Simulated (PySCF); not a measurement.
**Polarisability and C₆ of Zn (zinc, neutral)**

[Ar] 3d10 4s1 4p1, high-spin 3P determinant (an excited configuration). Calculation: PySCF 2.14, in aug-cc-pVTZ-PP with one added diffuse shell each of s, p, d, f, g type with ECP10MDF (7s7p6d4f3g, 113 functions); scalar relativity through the core potential. Coupled (time-dependent) response in atomic units; α is the mean over directions.

```
method  mean α (bohr³)         α xx, yy, zz  C₆ (like pair)  S(−4)
   UHF           73.79  60.32, 100.7, 60.32           642.8   3883
   PBE           85.05  60.78, 133.6, 60.78           730.0   7099
  PBE0           78.66  58.69, 118.6, 58.69           671.7   5413
```

S(−4) is the Cauchy moment in α(ω) = α(0) + S(−4) ω² + …

α(iu) at PBE:

```json
{"u (hartree)": "0", "α(iu) (bohr³)": "85.05"}
{"u (hartree)": "0.0500", "α(iu) (bohr³)": "71.46"}
{"u (hartree)": "0.100", "α(iu) (bohr³)": "51.50"}
{"u (hartree)": "0.200", "α(iu) (bohr³)": "27.93"}
{"u (hartree)": "0.300", "α(iu) (bohr³)": "17.40"}
{"u (hartree)": "0.500", "α(iu) (bohr³)": "8.928"}
{"u (hartree)": "0.750", "α(iu) (bohr³)": "5.170"}
{"u (hartree)": "1.00", "α(iu) (bohr³)": "3.525"}
{"u (hartree)": "1.50", "α(iu) (bohr³)": "2.076"}
{"u (hartree)": "2.00", "α(iu) (bohr³)": "1.431"}
{"u (hartree)": "3.00", "α(iu) (bohr³)": "0.8399"}
{"u (hartree)": "5.00", "α(iu) (bohr³)": "0.4141"}
```

A single London oscillator, α(iu) = α/(1 + u²/ω²), gives C₆ = (3/4) ω α². Matching the computed C₆ needs ω = 4 × 730.0 / (3 × 85.05²) = 0.135 hartree.

The components differ because the open shell of this determinant is not spherical; for a pure term their mean is the scalar polarisability.

Energies and moments cover only the electrons outside the core potential.
